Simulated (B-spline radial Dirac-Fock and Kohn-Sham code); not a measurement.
# Relativistic shifts of the levels of Ta⁴⁷⁺

System: Ta⁴⁷⁺, configuration [Ar] 3d8.

Both columns are ΔSCF binding energies of the configuration average from a radial atomic solver: non-relativistic Hartree-Fock with a point nucleus, and Dirac-Fock with a finite nucleus and the Coulomb interaction alone, averaged over the two j levels with weights 2j+1.

```csv
shell,Hartree-Fock (eV),Dirac-Fock (eV),shift (eV),shift (%)
1s,65021.9,70395.9,+5374.03,+8.26
2s,12857.8,14311.3,+1453.50,+11.30
2p,12417.0,12921.6,+504.57,+4.06
3s,4702.4,5099.8,+397.42,+8.45
3p,4505.0,4670.2,+165.20,+3.67
3d,4168.8,4177.6,+8.89,+0.21
```

Relativity binds 1s, 2s, 2p, 3s, 3p, 3d more strongly, among those listed most of all 2s in relative terms.

Values without a named source are computed, but for edge energies of neutral atoms, which are taken from tables.
